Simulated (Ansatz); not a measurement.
What each rung costs, and what it gives

Saddle point of BH$_{5}$O$_{3}$, closed shell (BH₃O₂ ([OH][BH][OH]) + H₂O → BH₃O₃ ([OH][B]([OH])[OH]) + H₂; bonds formed: B1–O6, H2–H5; bonds broken: B1–H2, H5–O6), PBE0-D4/def2-TZVP structure:

```
9
angstrom
B -0.1637 0.0087 0.1560
H -0.4131 1.3123 -0.3333
O -1.2910 -0.7846 0.0569
O 0.4852 0.0840 1.3788
H 0.3922 0.9016 -0.9077
O 0.9055 -0.1763 -1.0057
H -1.6440 -0.8585 -0.8301
H -0.0511 -0.2876 2.0817
H 1.7800 -0.1996 -0.5966
```

Barriers are electronic and count from the start structure reached by relaxing down the imaginary mode.

Ansatz 0.2.0; basis: as named in each row; cores frozen in the correlated methods. B3LYP uses VWN-RPA correlation. Extrapolation: Hartree–Fock as exp(−7.88 √X), correlation as X^−2.97.

Times are rough, for one single point on 4 threads of a shared host (Intel Xeon Platinum 8259CL).

The estimate by CCSD(T) at an estimated basis limit (MP2 extrapolated from triple and quadruple zeta, plus CCSD(T) − MP2 in triple zeta) is 1.615 eV.

| method | basis | time (s) | barrier (eV) | method less estimate |
| --- | --- | --- | --- | --- |
| HF | STO-3G | under 1 | 2.578 | 0.964 |
| PBE-D4 | STO-3G | under 1 | 1.079 | -0.536 |
| SPW92 | def2-SVP | under 1 | 0.436 | -1.179 |
| PBE-D4 | def2-SVP | under 1 | 0.893 | -0.722 |
| B3LYP-D4 | 6-31G | under 1 | 1.519 | -0.096 |
| PBE0-D4 | def2-SVP | under 1 | 1.088 | -0.527 |
| SPW92 | def2-TZVPP | under 1 | 0.826 | -0.789 |
| PBE-D4 | def2-TZVPP | 1 | 1.243 | -0.372 |
| BLYP-D4 | def2-TZVPP | 1 | 1.485 | -0.130 |
| PBE0-D4 | def2-TZVPP | 2 | 1.369 | -0.246 |
| B3LYP-D4 | def2-TZVPP | 2 | 1.559 | -0.056 |
| BHLYP-D4 | def2-TZVPP | 2 | 1.712 | 0.097 |
| CAM-B3LYP-D4 | def2-TZVPP | 2 | 1.539 | -0.076 |
| wB97M-V | def2-SVP | 2 | 1.141 | -0.474 |
| CCSD(T) | def2-SVP | 2 | 1.463 | -0.152 |
| r2SCAN-D4 | def2-TZVPP | 2 | 1.295 | -0.320 |
| r2SCAN0-D4 | def2-TZVPP | 2 | 1.395 | -0.220 |
| B2PLYP | def2-TZVPP | 3 | 1.596 | -0.019 |
| PBE-QIDH | def2-TZVPP | 3 | 1.469 | -0.146 |
| RPA on PBE | def2-TZVPP | 3 | 1.581 | -0.034 |
| B97M-V | def2-TZVPP | 4 | 1.425 | -0.190 |
| wB97X-V | def2-TZVPP | 4 | 1.503 | -0.111 |
| wB97M-V | def2-TZVPP | 5 | 1.476 | -0.138 |
| MP2 | def2-QZVPP | 11 | 1.546 | -0.069 |
| CCSD(T) | def2-TZVPP | 31 | 1.567 | -0.048 |

All methods are single points on the PBE0-D4 structures.

T1 diagnostic: at most 0.013.

The step is the kind of ligand exchange by which a precursor binds to a hydroxyl group, or is hydrolysed, in atomic layer deposition of oxides.

Labels in which every atom is bracketed show which atoms are joined, not bond orders.
